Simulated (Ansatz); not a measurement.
`N#[C][Ga]([F])[F]` + `CC(C)C#N` → `CC(C)(C#N)C#N` + `[F][GaH][F]` at 600 K and 1 bar (formal exchange of groups at a C–Ga bond).

Gas-phase electronic energies from Ansatz, PBE0-D4/def2-TZVP geometries. CCSD(T)/CBS adds triple-zeta CCSD(T) − MP2 to the extrapolated MP2 energy (def2 sets, frozen cores). For Ga outer-core shells are correlated without core-valence functions, which leaves a few kJ/mol of doubt a bond. Scalar relativity is left out up to krypton.

```json
{"species": "`N#[C][Ga]([F])[F]`", "CCSD(T)/CBS energy (Eh)": "-2216.34654", "H − E (kJ/mol)": "77.5", "S (J/(mol·K))": "391.3"}
{"species": "`CC(C)C#N`", "CCSD(T)/CBS energy (Eh)": "-211.11809", "H − E (kJ/mol)": "325.7", "S (J/(mol·K))": "398.8"}
{"species": "`CC(C)(C#N)C#N`", "CCSD(T)/CBS energy (Eh)": "-303.24289", "H − E (kJ/mol)": "334.2", "S (J/(mol·K))": "450.2"}
{"species": "`[F][GaH][F]`", "CCSD(T)/CBS energy (Eh)": "-2124.20216", "H − E (kJ/mol)": "61.3", "S (J/(mol·K))": "323.0"}
```

H − E and S are ideal-gas, rigid-rotor, harmonic terms from PBE0-D4/def2-TZVP. 1 Eh = 2625.50 kJ/mol, R = 8.31446 J/(mol·K).

**Question.** By hand: ΔE, ΔH, ΔS and ΔG.

**Answer.** ΔE = (-303.24289) + (-2124.20216) − (-2216.34654) − (-211.11809) = 0.01958 Eh = 51.4 kJ/mol. Δ(H − E) = 334.2 + 61.3 − 77.5 − 325.7 = -7.7, so ΔH = 43.7 kJ/mol. ΔS = 450.2 + 323.0 − 391.3 − 398.8 = -16.9 J/(mol·K). ΔG = 43.7 − 600 × (-16.9)/1000 = 53.8 kJ/mol.

**Question.** By hand: the equilibrium constant, and the temperature at which ΔG would vanish if ΔH and ΔS stayed fixed.

**Answer.** log₁₀ K = −ΔG/(RT ln 10) = -4.7. ΔH and −TΔS have one sign here, so there is no such temperature.

ΔH outweighs TΔS. A doubt of 5 kJ/mol in ΔE shifts log₁₀ K by 0.4 here. These are equilibria of isolated gas molecules and say nothing of rates. Largest T1 diagnostic: 0.015 (customary marks: 0.02 for closed shells, 0.045 for open ones).
